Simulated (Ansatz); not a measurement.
Geometry optimisation, RKS B3LYP/def2-SVP in Ansatz 0.2.0.

The input (input.yaml):

```yaml
crystal:
  periodic: [false, false, false]
  atoms:
    - { symbol: W, position_ang: [0.0, 0.0, 0.0] }
    - { symbol: Cl, position_ang: [1.1194, 0.0, 2.3356] }
    - { symbol: H, position_ang: [1.8219, 0.0, 0.6057] }
    - { symbol: H, position_ang: [0.0, 1.72, 0.0] }
    - { symbol: H, position_ang: [-1.72, 0.0, 0.0] }
    - { symbol: H, position_ang: [0.0, -1.72, 0.0] }
    - { symbol: H, position_ang: [0.0, 0.0, -1.72] }
basis:
  gaussian: { orbitals: def2-SVP }
hamiltonian:
  xc: b3lyp
relax:
  f_tol: 0.15
  max_steps: 25
  restrain:
    - { distance: [1, 2], at: 2.57, k: 30.0 }
    - { distance: [0, 1], at: 2.39, k: 30.0 }
    - { distance: [0, 2], at: 1.72, k: 30.0 }
```

Launched with:

```bash
$ ansatz run input.yaml --threads 1 --pin off --max-ram 2048MiB --backend cpu --events-out ev --progress --plain --runs-dir out
```

Q: Where does it end, and by what steps?

A: The run converged. The restraints hold the end off the free minimum. After 10 steps the energy has fallen by 6.701 eV (the restraints' own energy left out); H7 moved furthest, 1.00 Å.

```
step  energy less start (eV)  largest force component (eV/Å)  accepted
   0                  0.0000                           3.750       yes
   1                 -1.3832                           6.335       yes
   2                 -3.2761                           3.747       yes
   3                 -4.7235                           1.910       yes
   4                 -5.5495                           1.332       yes
   5                 -6.0325                           0.857       yes
   6                 -6.2089                           1.091       yes
   7                 -6.3898                           1.303       yes
   8                 -6.5292                           1.282       yes
   9                 -6.6895                           0.952       yes
  10                 -6.7006                           1.202       yes
```

```xyz
7
Properties=species:S:1:pos:R:3
W -0.037 0.182 0.363
Cl 0.997 0.248 2.471
H 1.368 -0.733 0.114
H -0.142 1.728 -0.344
H -1.533 -0.625 0.387
H -0.148 -1.152 -0.645
H 0.717 0.352 -1.124
```

Run time: 34 s on 1 thread of Intel(R) Xeon(R) 6975P-C (Granite Rapids), with other jobs on the host, peak memory 0.19 GiB.
